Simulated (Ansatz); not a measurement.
Cost and result for the atomization energy of `F[Si](F)(Cl)[NH][GeH2][Cl]` (10 atoms, 9 bonds).

```xyz
10

F     2.273   -0.466    1.449
Si    1.562   -0.207    0.063
F     2.623    0.593   -0.790
Cl    1.205   -1.968   -0.859
N     0.122    0.645    0.254
Ge   -1.577    0.199   -0.274
Cl   -2.399   -1.249    1.091
H     0.155    1.440    0.878
H    -1.536   -0.449   -1.654
H    -2.429    1.464   -0.157
```

The species carries charge 0 and has multiplicity 1. Correlated methods include outer-core shells of Ge, which these sets cover unevenly. Scalar relativity is left out up to krypton. The geometry is a stationary point of PBE0-D4/def2-TZVP. It is one conformer, not always the lowest. Program: Ansatz. All runs use 2 threads of an AMD EPYC 7R13 on a shared host and a share of an NVIDIA H100 80 GB. Times are those of one run each, without the atoms' runs, and a repeat can differ threefold. Electronic energies, without spin–orbit coupling; frozen cores. CCSD(T)/CBS adds CCSD(T) − MP2 in def2-TZVPP to the MP2 limit, and its time is that of the two runs behind it. T1 = 0.011. With those shells the extrapolation isn't a true limit. B3LYP takes the VWN-RPA correlation (the form of Gaussian; ORCA's B3LYP/G).

CCSD(T)/CBS is a level of theory with its own doubt, some kJ/mol a heavy atom from the limit and from the frozen cores, so smaller differences don't rank the functionals.

| level | functions | wall time | atomization (kcal/mol) | difference from CCSD(T)/CBS | per bond |
| --- | --- | --- | --- | --- | --- |
| PBE0-D4/def2-TZVPP | 309 | 1.7 s | 852.5 | -13.5 | -1.5 |
| PBE-D4/def2-TZVPP (with forces) | 309 | 2 s | 869.0 | 3.0 | 0.3 |
| B3LYP-D4/def2-TZVPP (with forces) | 309 | 2.5 s | 850.5 | -15.5 | -1.7 |
| r2SCAN-D4/def2-TZVPP (with forces) | 309 | 2.5 s | 862.5 | -3.5 | -0.4 |
| ωB97X-V/def2-TZVPP | 309 | 2.7 s | 866.9 | 0.9 | 0.1 |
| B2PLYP/def2-TZVPP | 309 | 2.7 s | 846.2 | -19.8 | -2.2 |
| ωB97M-V/def2-TZVPP (with forces) | 309 | 3.5 s | 862.6 | -3.4 | -0.4 |
| MP2/def2-QZVPP | 560 | 5.5 s | 884.2 | 18.2 | 2.0 |
| CCSD(T)/def2-TZVPP | 309 | 6.5 s | 838.1 | -27.9 | -3.1 |
| CCSD(T)/CBS(def2) | – | 12 s | 866.0 | 0.0 | 0.0 |

The D4 term adds +13.7 kcal/mol with B3LYP and +7.3 kcal/mol with PBE0; it sums over pairs of atoms, weighted by their polarisabilities, and B3LYP, whose exchange is more repulsive, gets the larger term. From PBE to PBE0 (25 % exact exchange), in def2-TZVPP and without D4, the atomization energy moves by −15.3 kcal/mol: exact exchange takes away binding that semilocal exchange gives to molecules. In def2-TZVPP, CCSD(T) changes the Hartree–Fock value by +221.0 kcal/mol (the triples alone add +15.6 kcal/mol) and MP2 by +250.2 kcal/mol; breaking electron pairs costs correlation energy, which Hartree–Fock lacks.
